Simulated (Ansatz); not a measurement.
System: 3-ethenylselanylprop-1-ene, C5H8Se, net charge 0, singlet state. 
Geometry from a B3LYP-D3(BJ)/def2-TZVP (Ansatz, a program for electronic structure) optimisation:
SMILES: C=CC[Se]C=C
```xyz
14

C     -3.1712    -0.8995     0.7325
C     -2.3413    -0.3736    -0.1608
C     -1.2214     0.5424     0.1779
Se     0.5115    -0.3987    -0.0970
C      1.6036     1.1455    -0.3450
C      2.8930     1.2019    -0.0368
H     -3.0807    -0.6758     1.7893
H     -3.9690    -1.5687     0.4389
H     -2.4472    -0.6282    -1.2108
H     -1.2679     0.8797     1.2107
H     -1.1915     1.4052    -0.4876
H      1.1011     1.9796    -0.8226
H      3.4086     0.3827     0.4487
H      3.4787     2.0812    -0.2751
```
Charge 0, spin multiplicity 1.

Property: atomisation energy (electronic, to ground-state atoms), in kcal/mol. Cores are frozen in the correlated levels unless marked. UHF or UKS for open shells. No spin-orbit coupling. Frozen are the shells of the preceding noble gas and the d and f shells that filled before the atom's block. No relativistic terms. The coupled-cluster limit lacks core correlation, which all-electron functionals hold. CBS(X,Y): correlation extrapolated as X^-3; Hartree-Fock from the larger set. [CCSD(T)-MP2]/basis is that difference in the basis named.

```tsv
level	program	atomisation energy (kcal/mol)	minus last row
HF/aug-cc-pVDZ	Ansatz	968.8	-368.8
PBE/def2-TZVPD	Ansatz	1370.6	33.0
revPBE/def2-TZVPD	Ansatz	1323.3	-14.3
MP2/aug-cc-pVTZ	Ansatz	1331.9	-5.7
RI-MP2/cc-pVTZ	Ansatz	1324.3	-13.3
RI-MP2/CBS(aug-cc-pVTZ,aug-cc-pVQZ)+[CCSD(T)-MP2]/aug-cc-pVDZ	Ansatz	1337.6	0.0
CCSD(T)/CBS(cc-pVTZ,cc-pVQZ)	Ansatz	1337.6	0.0
```
